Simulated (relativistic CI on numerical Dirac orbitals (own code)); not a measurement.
## Calculated levels, La⁴⁵⁺

Computed by Dirac-Coulomb-Breit CI, orbitals from a KLI potential per configuration, model QED, unscaled Slater integrals (own radial code, finite nucleus).

Configuration list (outside the closed core [Ne]): 3s2, 3s.3p, 3p2, 3s.3d, 3d2, 3p.3d, 3p.4s, 3d.4s, 3s.4s, 3s.4p, 3s.4d, 3s.4f, 3s.5s, 3s.5p, 3s.5d, 3s.5f. Levels of other configurations are missing.

| No. | Configuration | Term | J | E (Ry) | % | Next component (%) | Landé g | jj configuration (%) |
| --- | --- | --- | --- | --- | --- | --- | --- | --- |
| 1 | 3s2 | 1S | 0 | 0.000 | 99 | 1 3p2 1S |  | closed (99) |
| 2 | 3s.3p | 3P° | 0 | 6.874 | 100 |  |  | 3s 3p1/2 (100) |
| 3 | 3s.3p | 3P° | 1 | 7.608 | 79 | 20 1P° | 1.387 | 3s 3p1/2 (98) |
| 4 | 3s.3p | 3P° | 2 | 14.853 | 100 |  | 1.493 | 3s 3p3/2 (100) |
| 5 | 3p2 | 3P | 0 | 16.571 | 72 | 27 1S |  | 3p1/2^2 (99) |
| 6 | 3s.3p | 1P° | 1 | 16.935 | 79 | 21 3P° | 1.096 | 3s 3p3/2 (97) |
| 7 | 3p2 | 1D | 2 | 23.759 | 58 | 29 3P | 1.137 | 3p1/2 3p3/2 (86) |
| 8 | 3p2 | 3P | 1 | 23.833 | 100 |  | 1.494 | 3p1/2 3p3/2 (100) |
| 9 | 3s.3d | 3D | 1 | 26.262 | 100 |  | 0.492 | 3s 3d3/2 (100) |
| 10 | 3s.3d | 3D | 2 | 26.683 | 85 | 10 1D | 1.152 | 3s 3d3/2 (83) |
| 11 | 3s.3d | 3D | 3 | 28.048 | 100 |  | 1.326 | 3s 3d5/2 (100) |
| 12 | 3s.3d | 1D | 2 | 28.905 | 68 | 18 3p2 3P | 1.107 | 3s 3d5/2 (76) |
| 13 | 3p2 | 3P | 2 | 32.541 | 49 | 40 1D | 1.241 | 3p3/2^2 (88) |
| 14 | 3p2 | 1S | 0 | 33.309 | 71 | 28 3P |  | 3p3/2^2 (98) |
| 15 | 3p.3d | 3F° | 2 | 33.698 | 76 | 20 1D° | 0.750 | 3p1/2 3d3/2 (100) |
| 16 | 3p.3d | 3D° | 1 | 35.503 | 57 | 24 1P° | 0.798 | 3p1/2 3d3/2 (99) |
| 17 | 3p.3d | 3P° | 2 | 36.453 | 46 | 33 3D° | 1.263 | 3p1/2 3d5/2 (99) |
| 18 | 3p.3d | 3F° | 3 | 36.488 | 62 | 20 3D° | 1.110 | 3p1/2 3d5/2 (96) |
| 19 | 3p.3d | 3D° | 2 | 42.314 | 47 | 33 1D° | 1.013 | 3p3/2 3d3/2 (95) |
| 20 | 3p.3d | 3P° | 0 | 42.895 | 100 |  |  | 3p3/2 3d3/2 (100) |
| 21 | 3p.3d | 3F° | 3 | 42.898 | 38 | 37 3D° | 1.148 | 3p3/2 3d3/2 (85) |
| 22 | 3p.3d | 3P° | 1 | 42.931 | 65 | 32 3D° | 1.161 | 3p3/2 3d3/2 (98) |
| 23 | 3p.3d | 3F° | 4 | 43.477 | 100 |  | 1.243 | 3p3/2 3d5/2 (100) |
| 24 | 3p.3d | 3P° | 2 | 44.209 | 52 | 30 1D° | 1.278 | 3p3/2 3d5/2 (95) |
| 25 | 3p.3d | 1F° | 3 | 45.380 | 57 | 43 3D° | 1.137 | 3p3/2 3d5/2 (88) |
| 26 | 3p.3d | 1P° | 1 | 46.024 | 72 | 16 3P° | 1.020 | 3p3/2 3d5/2 (97) |
| 27 | 3d2 | 3F | 2 | 53.168 | 81 | 17 1D | 0.730 | 3d3/2^2 (97) |
| 28 | 3d2 | 3P | 0 | 54.500 | 82 | 18 1S |  | 3d3/2^2 (94) |
| 29 | 3d2 | 3F | 3 | 54.742 | 100 |  | 1.076 | 3d3/2 3d5/2 (100) |
| 30 | 3d2 | 3P | 2 | 55.450 | 48 | 37 1D | 1.187 | 3d3/2 3d5/2 (97) |
| 31 | 3d2 | 3F | 4 | 55.460 | 52 | 48 1G | 1.122 | 3d3/2 3d5/2 (89) |
| 32 | 3d2 | 3P | 1 | 55.681 | 100 |  | 1.494 | 3d3/2 3d5/2 (100) |
| 33 | 3d2 | 1G | 4 | 56.905 | 52 | 48 3F | 1.114 | 3d5/2^2 (89) |
| 34 | 3d2 | 3P | 2 | 57.371 | 50 | 46 1D | 1.228 | 3d5/2^2 (99) |
| 35 | 3d2 | 1S | 0 | 59.109 | 81 | 18 3P |  | 3d5/2^2 (93) |
| 36 | 3s.4s | 3S | 1 | 124.730 | 100 |  | 1.994 | 3s 4s (100) |
| 37 | 3s.4s | 1S | 0 | 125.524 | 100 |  |  | 3s 4s (100) |
| 38 | 3s.4p | 3P° | 0 | 128.345 | 99 | 1 3p.4s 3P° |  | 3s 4p1/2 (99) |
| 39 | 3s.4p | 3P° | 1 | 128.414 | 68 | 31 1P° | 1.335 | 3s 4p1/2 (100) |
| 40 | 3s.4p | 1P° | 1 | 131.405 | 56 | 27 3P° | 1.178 | 3s 4p3/2 (83) |
| 41 | 3s.4p | 3P° | 2 | 131.576 | 100 |  | 1.495 | 3s 4p3/2 (100) |
| 42 | 3p.4s | 3P° | 0 | 133.003 | 99 | 1 3s.4p 3P° |  | 3p1/2 4s (99) |
| 43 | 3p.4s | 3P° | 1 | 133.412 | 60 | 23 1P° | 1.318 | 3p1/2 4s (83) |
| 44 | 3s.4d | 3D | 1 | 135.667 | 100 |  | 0.496 | 3s 4d3/2 (100) |
| 45 | 3s.4d | 3D | 2 | 135.724 | 70 | 30 1D | 1.111 | 3s 4d3/2 (99) |
| 46 | 3s.4d | 3D | 3 | 136.433 | 100 |  | 1.329 | 3s 4d5/2 (100) |
| 47 | 3s.4d | 1D | 2 | 136.550 | 70 | 30 3D | 1.047 | 3s 4d5/2 (99) |
| 48 | 3s.4f | 3F° | 2 | 138.842 | 100 |  | 0.663 | 3s 4f5/2 (100) |
| 49 | 3s.4f | 3F° | 3 | 138.934 | 94 | 6 1F° | 1.074 | 3s 4f5/2 (80) |
| 50 | 3s.4f | 3F° | 4 | 139.158 | 100 |  | 1.246 | 3s 4f7/2 (100) |
| 51 | 3s.4f | 1F° | 3 | 139.606 | 94 | 6 3F° | 1.002 | 3s 4f7/2 (80) |
| 52 | 3p.4s | 3P° | 2 | 141.076 | 100 |  | 1.494 | 3p3/2 4s (100) |
| 53 | 3p.4s | 1P° | 1 | 141.383 | 69 | 31 3P° | 1.145 | 3p3/2 4s (99) |
| 54 | 3d.4s | 3D | 1 | 151.231 | 100 |  | 0.491 | 3d3/2 4s (100) |
| 55 | 3d.4s | 3D | 2 | 151.305 | 65 | 35 1D | 1.102 | 3d3/2 4s (100) |
| 56 | 3d.4s | 3D | 3 | 153.050 | 100 |  | 1.327 | 3d5/2 4s (100) |
| 57 | 3d.4s | 1D | 2 | 153.183 | 65 | 35 3D | 1.051 | 3d5/2 4s (100) |
| 58 | 3s.5s | 3S | 1 | 180.078 | 100 |  | 1.995 | 3s 5s (100) |
| 59 | 3s.5s | 1S | 0 | 180.360 | 100 |  |  | 3s 5s (100) |
| 60 | 3s.5p | 3P° | 0 | 181.871 | 100 |  |  | 3s 5p1/2 (100) |
| 61 | 3s.5p | 3P° | 1 | 181.903 | 70 | 30 1P° | 1.342 | 3s 5p1/2 (100) |
| 62 | 3s.5p | 3P° | 2 | 183.480 | 100 |  | 1.497 | 3s 5p3/2 (100) |
| 63 | 3s.5p | 1P° | 1 | 183.556 | 70 | 30 3P° | 1.152 | 3s 5p3/2 (100) |
| 64 | 3s.5d | 3D | 1 | 185.465 | 100 |  | 0.498 | 3s 5d3/2 (100) |
| 65 | 3s.5d | 3D | 2 | 185.496 | 70 | 30 1D | 1.113 | 3s 5d3/2 (99) |
| 66 | 3s.5d | 3D | 3 | 185.858 | 100 |  | 1.330 | 3s 5d5/2 (100) |
| 67 | 3s.5d | 1D | 2 | 185.922 | 70 | 30 3D | 1.048 | 3s 5d5/2 (99) |
| 68 | 3s.5f | 3F° | 2 | 187.048 | 100 |  | 0.665 | 3s 5f5/2 (100) |
| 69 | 3s.5f | 3F° | 3 | 187.086 | 88 | 12 1F° | 1.070 | 3s 5f5/2 (88) |
| 70 | 3s.5f | 3F° | 4 | 187.212 | 100 |  | 1.247 | 3s 5f7/2 (100) |

Energies count from the lowest computed level; ° marks odd parity. Filled j subshells are mostly left out of the jj labels.

The mean weight of the leading LS term, summed over parents, in these 70 levels is 81 %, and that of the leading jj configuration (from the same eigenvectors) 96 %, so jj coupling describes them better and the LS labels are nominal.

At this charge energies of transitions that change n are usually good to better than 1 %, and those within a shell (Δn = 0) to a few per cent.

LS names give the leading component of a level, which can be under half, so a name can repeat, a term be missing and a line seem to break the LS rules.
